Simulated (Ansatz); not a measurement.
## How methods differ on GeH2ClO (SMILES [O][GeH2][Cl])

The species is GeH2ClO (5 atoms), meant as a doublet with charge 0. As SMILES, `[O][GeH2][Cl]`. Geometry: optimised at wB97X-V/def2-SVP.

```xyz
5

O    -0.2737   -0.5918    1.6273
Ge    0.1245   -0.0804   -0.0374
Cl   -1.3520    1.2934   -0.7787
H     0.0855   -1.3433   -0.8973
H     1.4655    0.6483    0.0447
```

Each level gives the dissociation energy of the H5–Ge2 bond into doublet H and singlet GeHClO (shapes relaxed at wB97X-V/def2-SVP, no zero-point term) (eV). The values are calculated.

```
               level                    kind  program  value (eV)
      UHF/def2-TZVPP            Hartree–Fock   Ansatz        2.70
     UPBE/def2-TZVPP                     GGA   Ansatz        1.47
 U-r2SCAN/def2-TZVPP                meta-GGA   Ansatz        1.83
   UB3LYP/def2-TZVPP           global hybrid   Ansatz        1.83
 UPBE0-D4/def2-TZVPP           global hybrid   Ansatz        1.84
U-wB97M-V/def2-TZVPP  range-separated hybrid   Ansatz        1.86
```

All-electron rows without a relativistic Hamiltonian named are non-relativistic. The values span 1.47 to 2.70 eV. A fragment with an even electron count was run as a singlet and may have a lower triplet. Measured bond enthalpies also hold zero-point and thermal terms, a few tenths of an eV less.
